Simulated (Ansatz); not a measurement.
Computed with Ansatz on PBE0-D4/def2-TZVP structures; ΔE is electronic, products minus reactants. CCSD(T)/CBS adds triple-zeta CCSD(T) − MP2 to the extrapolated MP2 energy (def2 sets, frozen cores). This one scheme is used for every species. Functionals use def2-TZVPP. HSE06 is defined as in plane-wave codes. For Br outer-core shells are correlated without core-valence functions, which leaves a few kJ/mol of doubt a bond. Scalar relativity is left out up to krypton. Each species was taken in one conformer, which may not be the lowest.

Consider the ligand exchange at the Al–Br bond: `[F][Al]([Cl])[Br]` + `O[Si](O)(O)O` → `O[Si](O)(O)[O][Al]([F])[Cl]` + HBr.

`[F][Al]([Cl])[Br]`:

Z-matrix (Å, degrees):
```
Al
F 1 1.633
Br 1 2.220 2 119.2
Cl 1 2.066 2 119.0 3 180.0
```

`O[Si](O)(O)O`:

```xyz
9

O    -0.474   -1.536   -0.277
Si    0.000    0.000    0.000
O    -0.959    0.570    1.190
O    -0.161    1.031   -1.254
O     1.594   -0.065    0.341
H    -1.414   -1.713   -0.212
H    -1.010    1.523    1.280
H     0.531    1.010   -1.917
H     1.893   -0.820    0.849
```

`O[Si](O)(O)[O][Al]([F])[Cl]`:

Cartesian coordinates in Å:
```
O 1.316 -0.623 -1.423
Si 0.799 0.114 -0.066
O 1.573 1.551 -0.018
O 1.104 -0.862 1.203
O -0.800 0.356 -0.020
Al -2.361 -0.188 0.189
F -3.463 0.824 0.849
Cl -2.982 -2.068 -0.409
H 1.600 -0.053 -2.138
H 1.240 2.214 0.588
H 1.973 -1.264 1.244
```

HBr:

```xyz
2

Br   -0.262    0.627   -0.207
H     0.262   -0.627    0.207
```

CCSD(T)/CBS gives -0.6 kJ/mol.

Problem. Another level gave -9.1 kJ/mol. Which?
A. B2PLYP/def2-TZVPP
B. RPA@PBE/def2-TZVPP
C. HSE06/def2-TZVPP
D. r2SCAN0/def2-TZVPP

Solution. B. RPA@PBE/def2-TZVPP -9.1, B2PLYP -3.3, r2SCAN0 2.8, HSE06 8.3 kJ/mol.

Largest T1 diagnostic among the species: 0.011.

At CCSD(T), def2-SVP lies −10.3 kJ/mol from the extrapolated value and def2-TZVPP −4.8 kJ/mol. Leaving LDA and LC-ωPBE aside and taking each functional with its dispersion term where it has one, the values, not all of them listed here, spread over 15.1 kJ/mol, from CAM-B3LYP-D4 to HSE06-D4. LDA lies −4.4 kJ/mol from PBE without D4.
